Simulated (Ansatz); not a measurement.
Cost and result for the atomization energy of C₂H₅BrIn (`C[CH2][In][Br]`) radical (9 atoms, 8 bonds).

```xyz
9

C     0.6438   -0.6792    0.3042
C     0.3657    0.4097   -0.7047
In   -1.8475    0.8848   -0.7521
Br   -2.7931    0.7569    1.6079
H     0.1916   -1.6315    0.0180
H     1.7237   -0.8507    0.3922
H     0.2708   -0.4225    1.2977
H     0.8003    1.3756   -0.4363
H     0.6447    0.1568   -1.7271
```

Total charge 0; spin multiplicity 2. Correlated methods include outer-core shells of Br, In, which these sets cover unevenly. Scalar relativity is left out up to krypton. In takes the def2 core potential. The geometry is a stationary point of PBE0-D4/def2-TZVP. It is one conformer, not always the lowest. Program: Ansatz. Hardware: A = 2 threads of an AMD EPYC 7R13 on a shared host; B = 2 threads of an AMD EPYC 7R13 on a shared host and a share of an NVIDIA H100 80 GB. Times are those of one run each, without the atoms' runs, and a repeat can differ threefold. Electronic energies, without spin–orbit coupling; frozen cores. CCSD(T)/CBS adds CCSD(T) − MP2 in def2-TZVPP to the MP2 limit, and its time is that of the two runs behind it. T1 = 0.014; ⟨S²⟩ of the reference is 0.80. With those shells the extrapolation isn't a true limit. B3LYP takes the VWN-RPA correlation (the form of Gaussian; ORCA's B3LYP/G).

CCSD(T)/CBS is a level of theory with its own doubt, some kJ/mol a heavy atom from the limit and from the frozen cores, so smaller differences don't rank the functionals.

| level | functions | wall time | atomization (kcal/mol) | difference from CCSD(T)/CBS | per bond |
| --- | --- | --- | --- | --- | --- |
| PBE-D4/def2-TZVPP (with forces) [A] | 230 | 7.5 s | 728.0 | 10.7 | 1.3 |
| CCSD(T)/def2-TZVPP [B] | 230 | 13 s | 699.3 | -18.0 | -2.2 |
| MP2/def2-QZVPP [B] | 435 | 13 s | 715.4 | -1.9 | -0.2 |
| PBE0-D4/def2-TZVPP [A] | 230 | 13 s | 719.9 | 2.6 | 0.3 |
| B3LYP-D4/def2-TZVPP (with forces) [A] | 230 | 14 s | 714.1 | -3.2 | -0.4 |
| r2SCAN-D4/def2-TZVPP (with forces) [A] | 230 | 16 s | 721.3 | 4.0 | 0.5 |
| B2PLYP/def2-TZVPP [A] | 230 | 22 s | 706.0 | -11.3 | -1.4 |
| CCSD(T)/CBS(def2) | – | 25 s | 717.3 | 0.0 | 0.0 |
| ωB97X-V/def2-TZVPP [A] | 230 | 31 s | 715.0 | -2.3 | -0.3 |
| ωB97M-V/def2-TZVPP (with forces) [A] | 230 | 41 s | 714.0 | -3.3 | -0.4 |

From PBE to PBE0 (25 % exact exchange), in def2-TZVPP and without D4, the atomization energy moves by −7.5 kcal/mol: exact exchange takes away binding that semilocal exchange gives to molecules. In def2-TZVPP, CCSD(T) changes the Hartree–Fock value by +160.7 kcal/mol (the triples alone add +9.8 kcal/mol) and MP2 by +166.3 kcal/mol; breaking electron pairs costs correlation energy, which Hartree–Fock lacks. The D4 term adds +7.6 kcal/mol with B3LYP and +4.0 kcal/mol with PBE0; it sums over pairs of atoms, weighted by their polarisabilities, and B3LYP, whose exchange is more repulsive, gets the larger term.

Spin–orbit coupling would lower the free In atoms strongly, and the atomization energy with them, by more than many differences here.
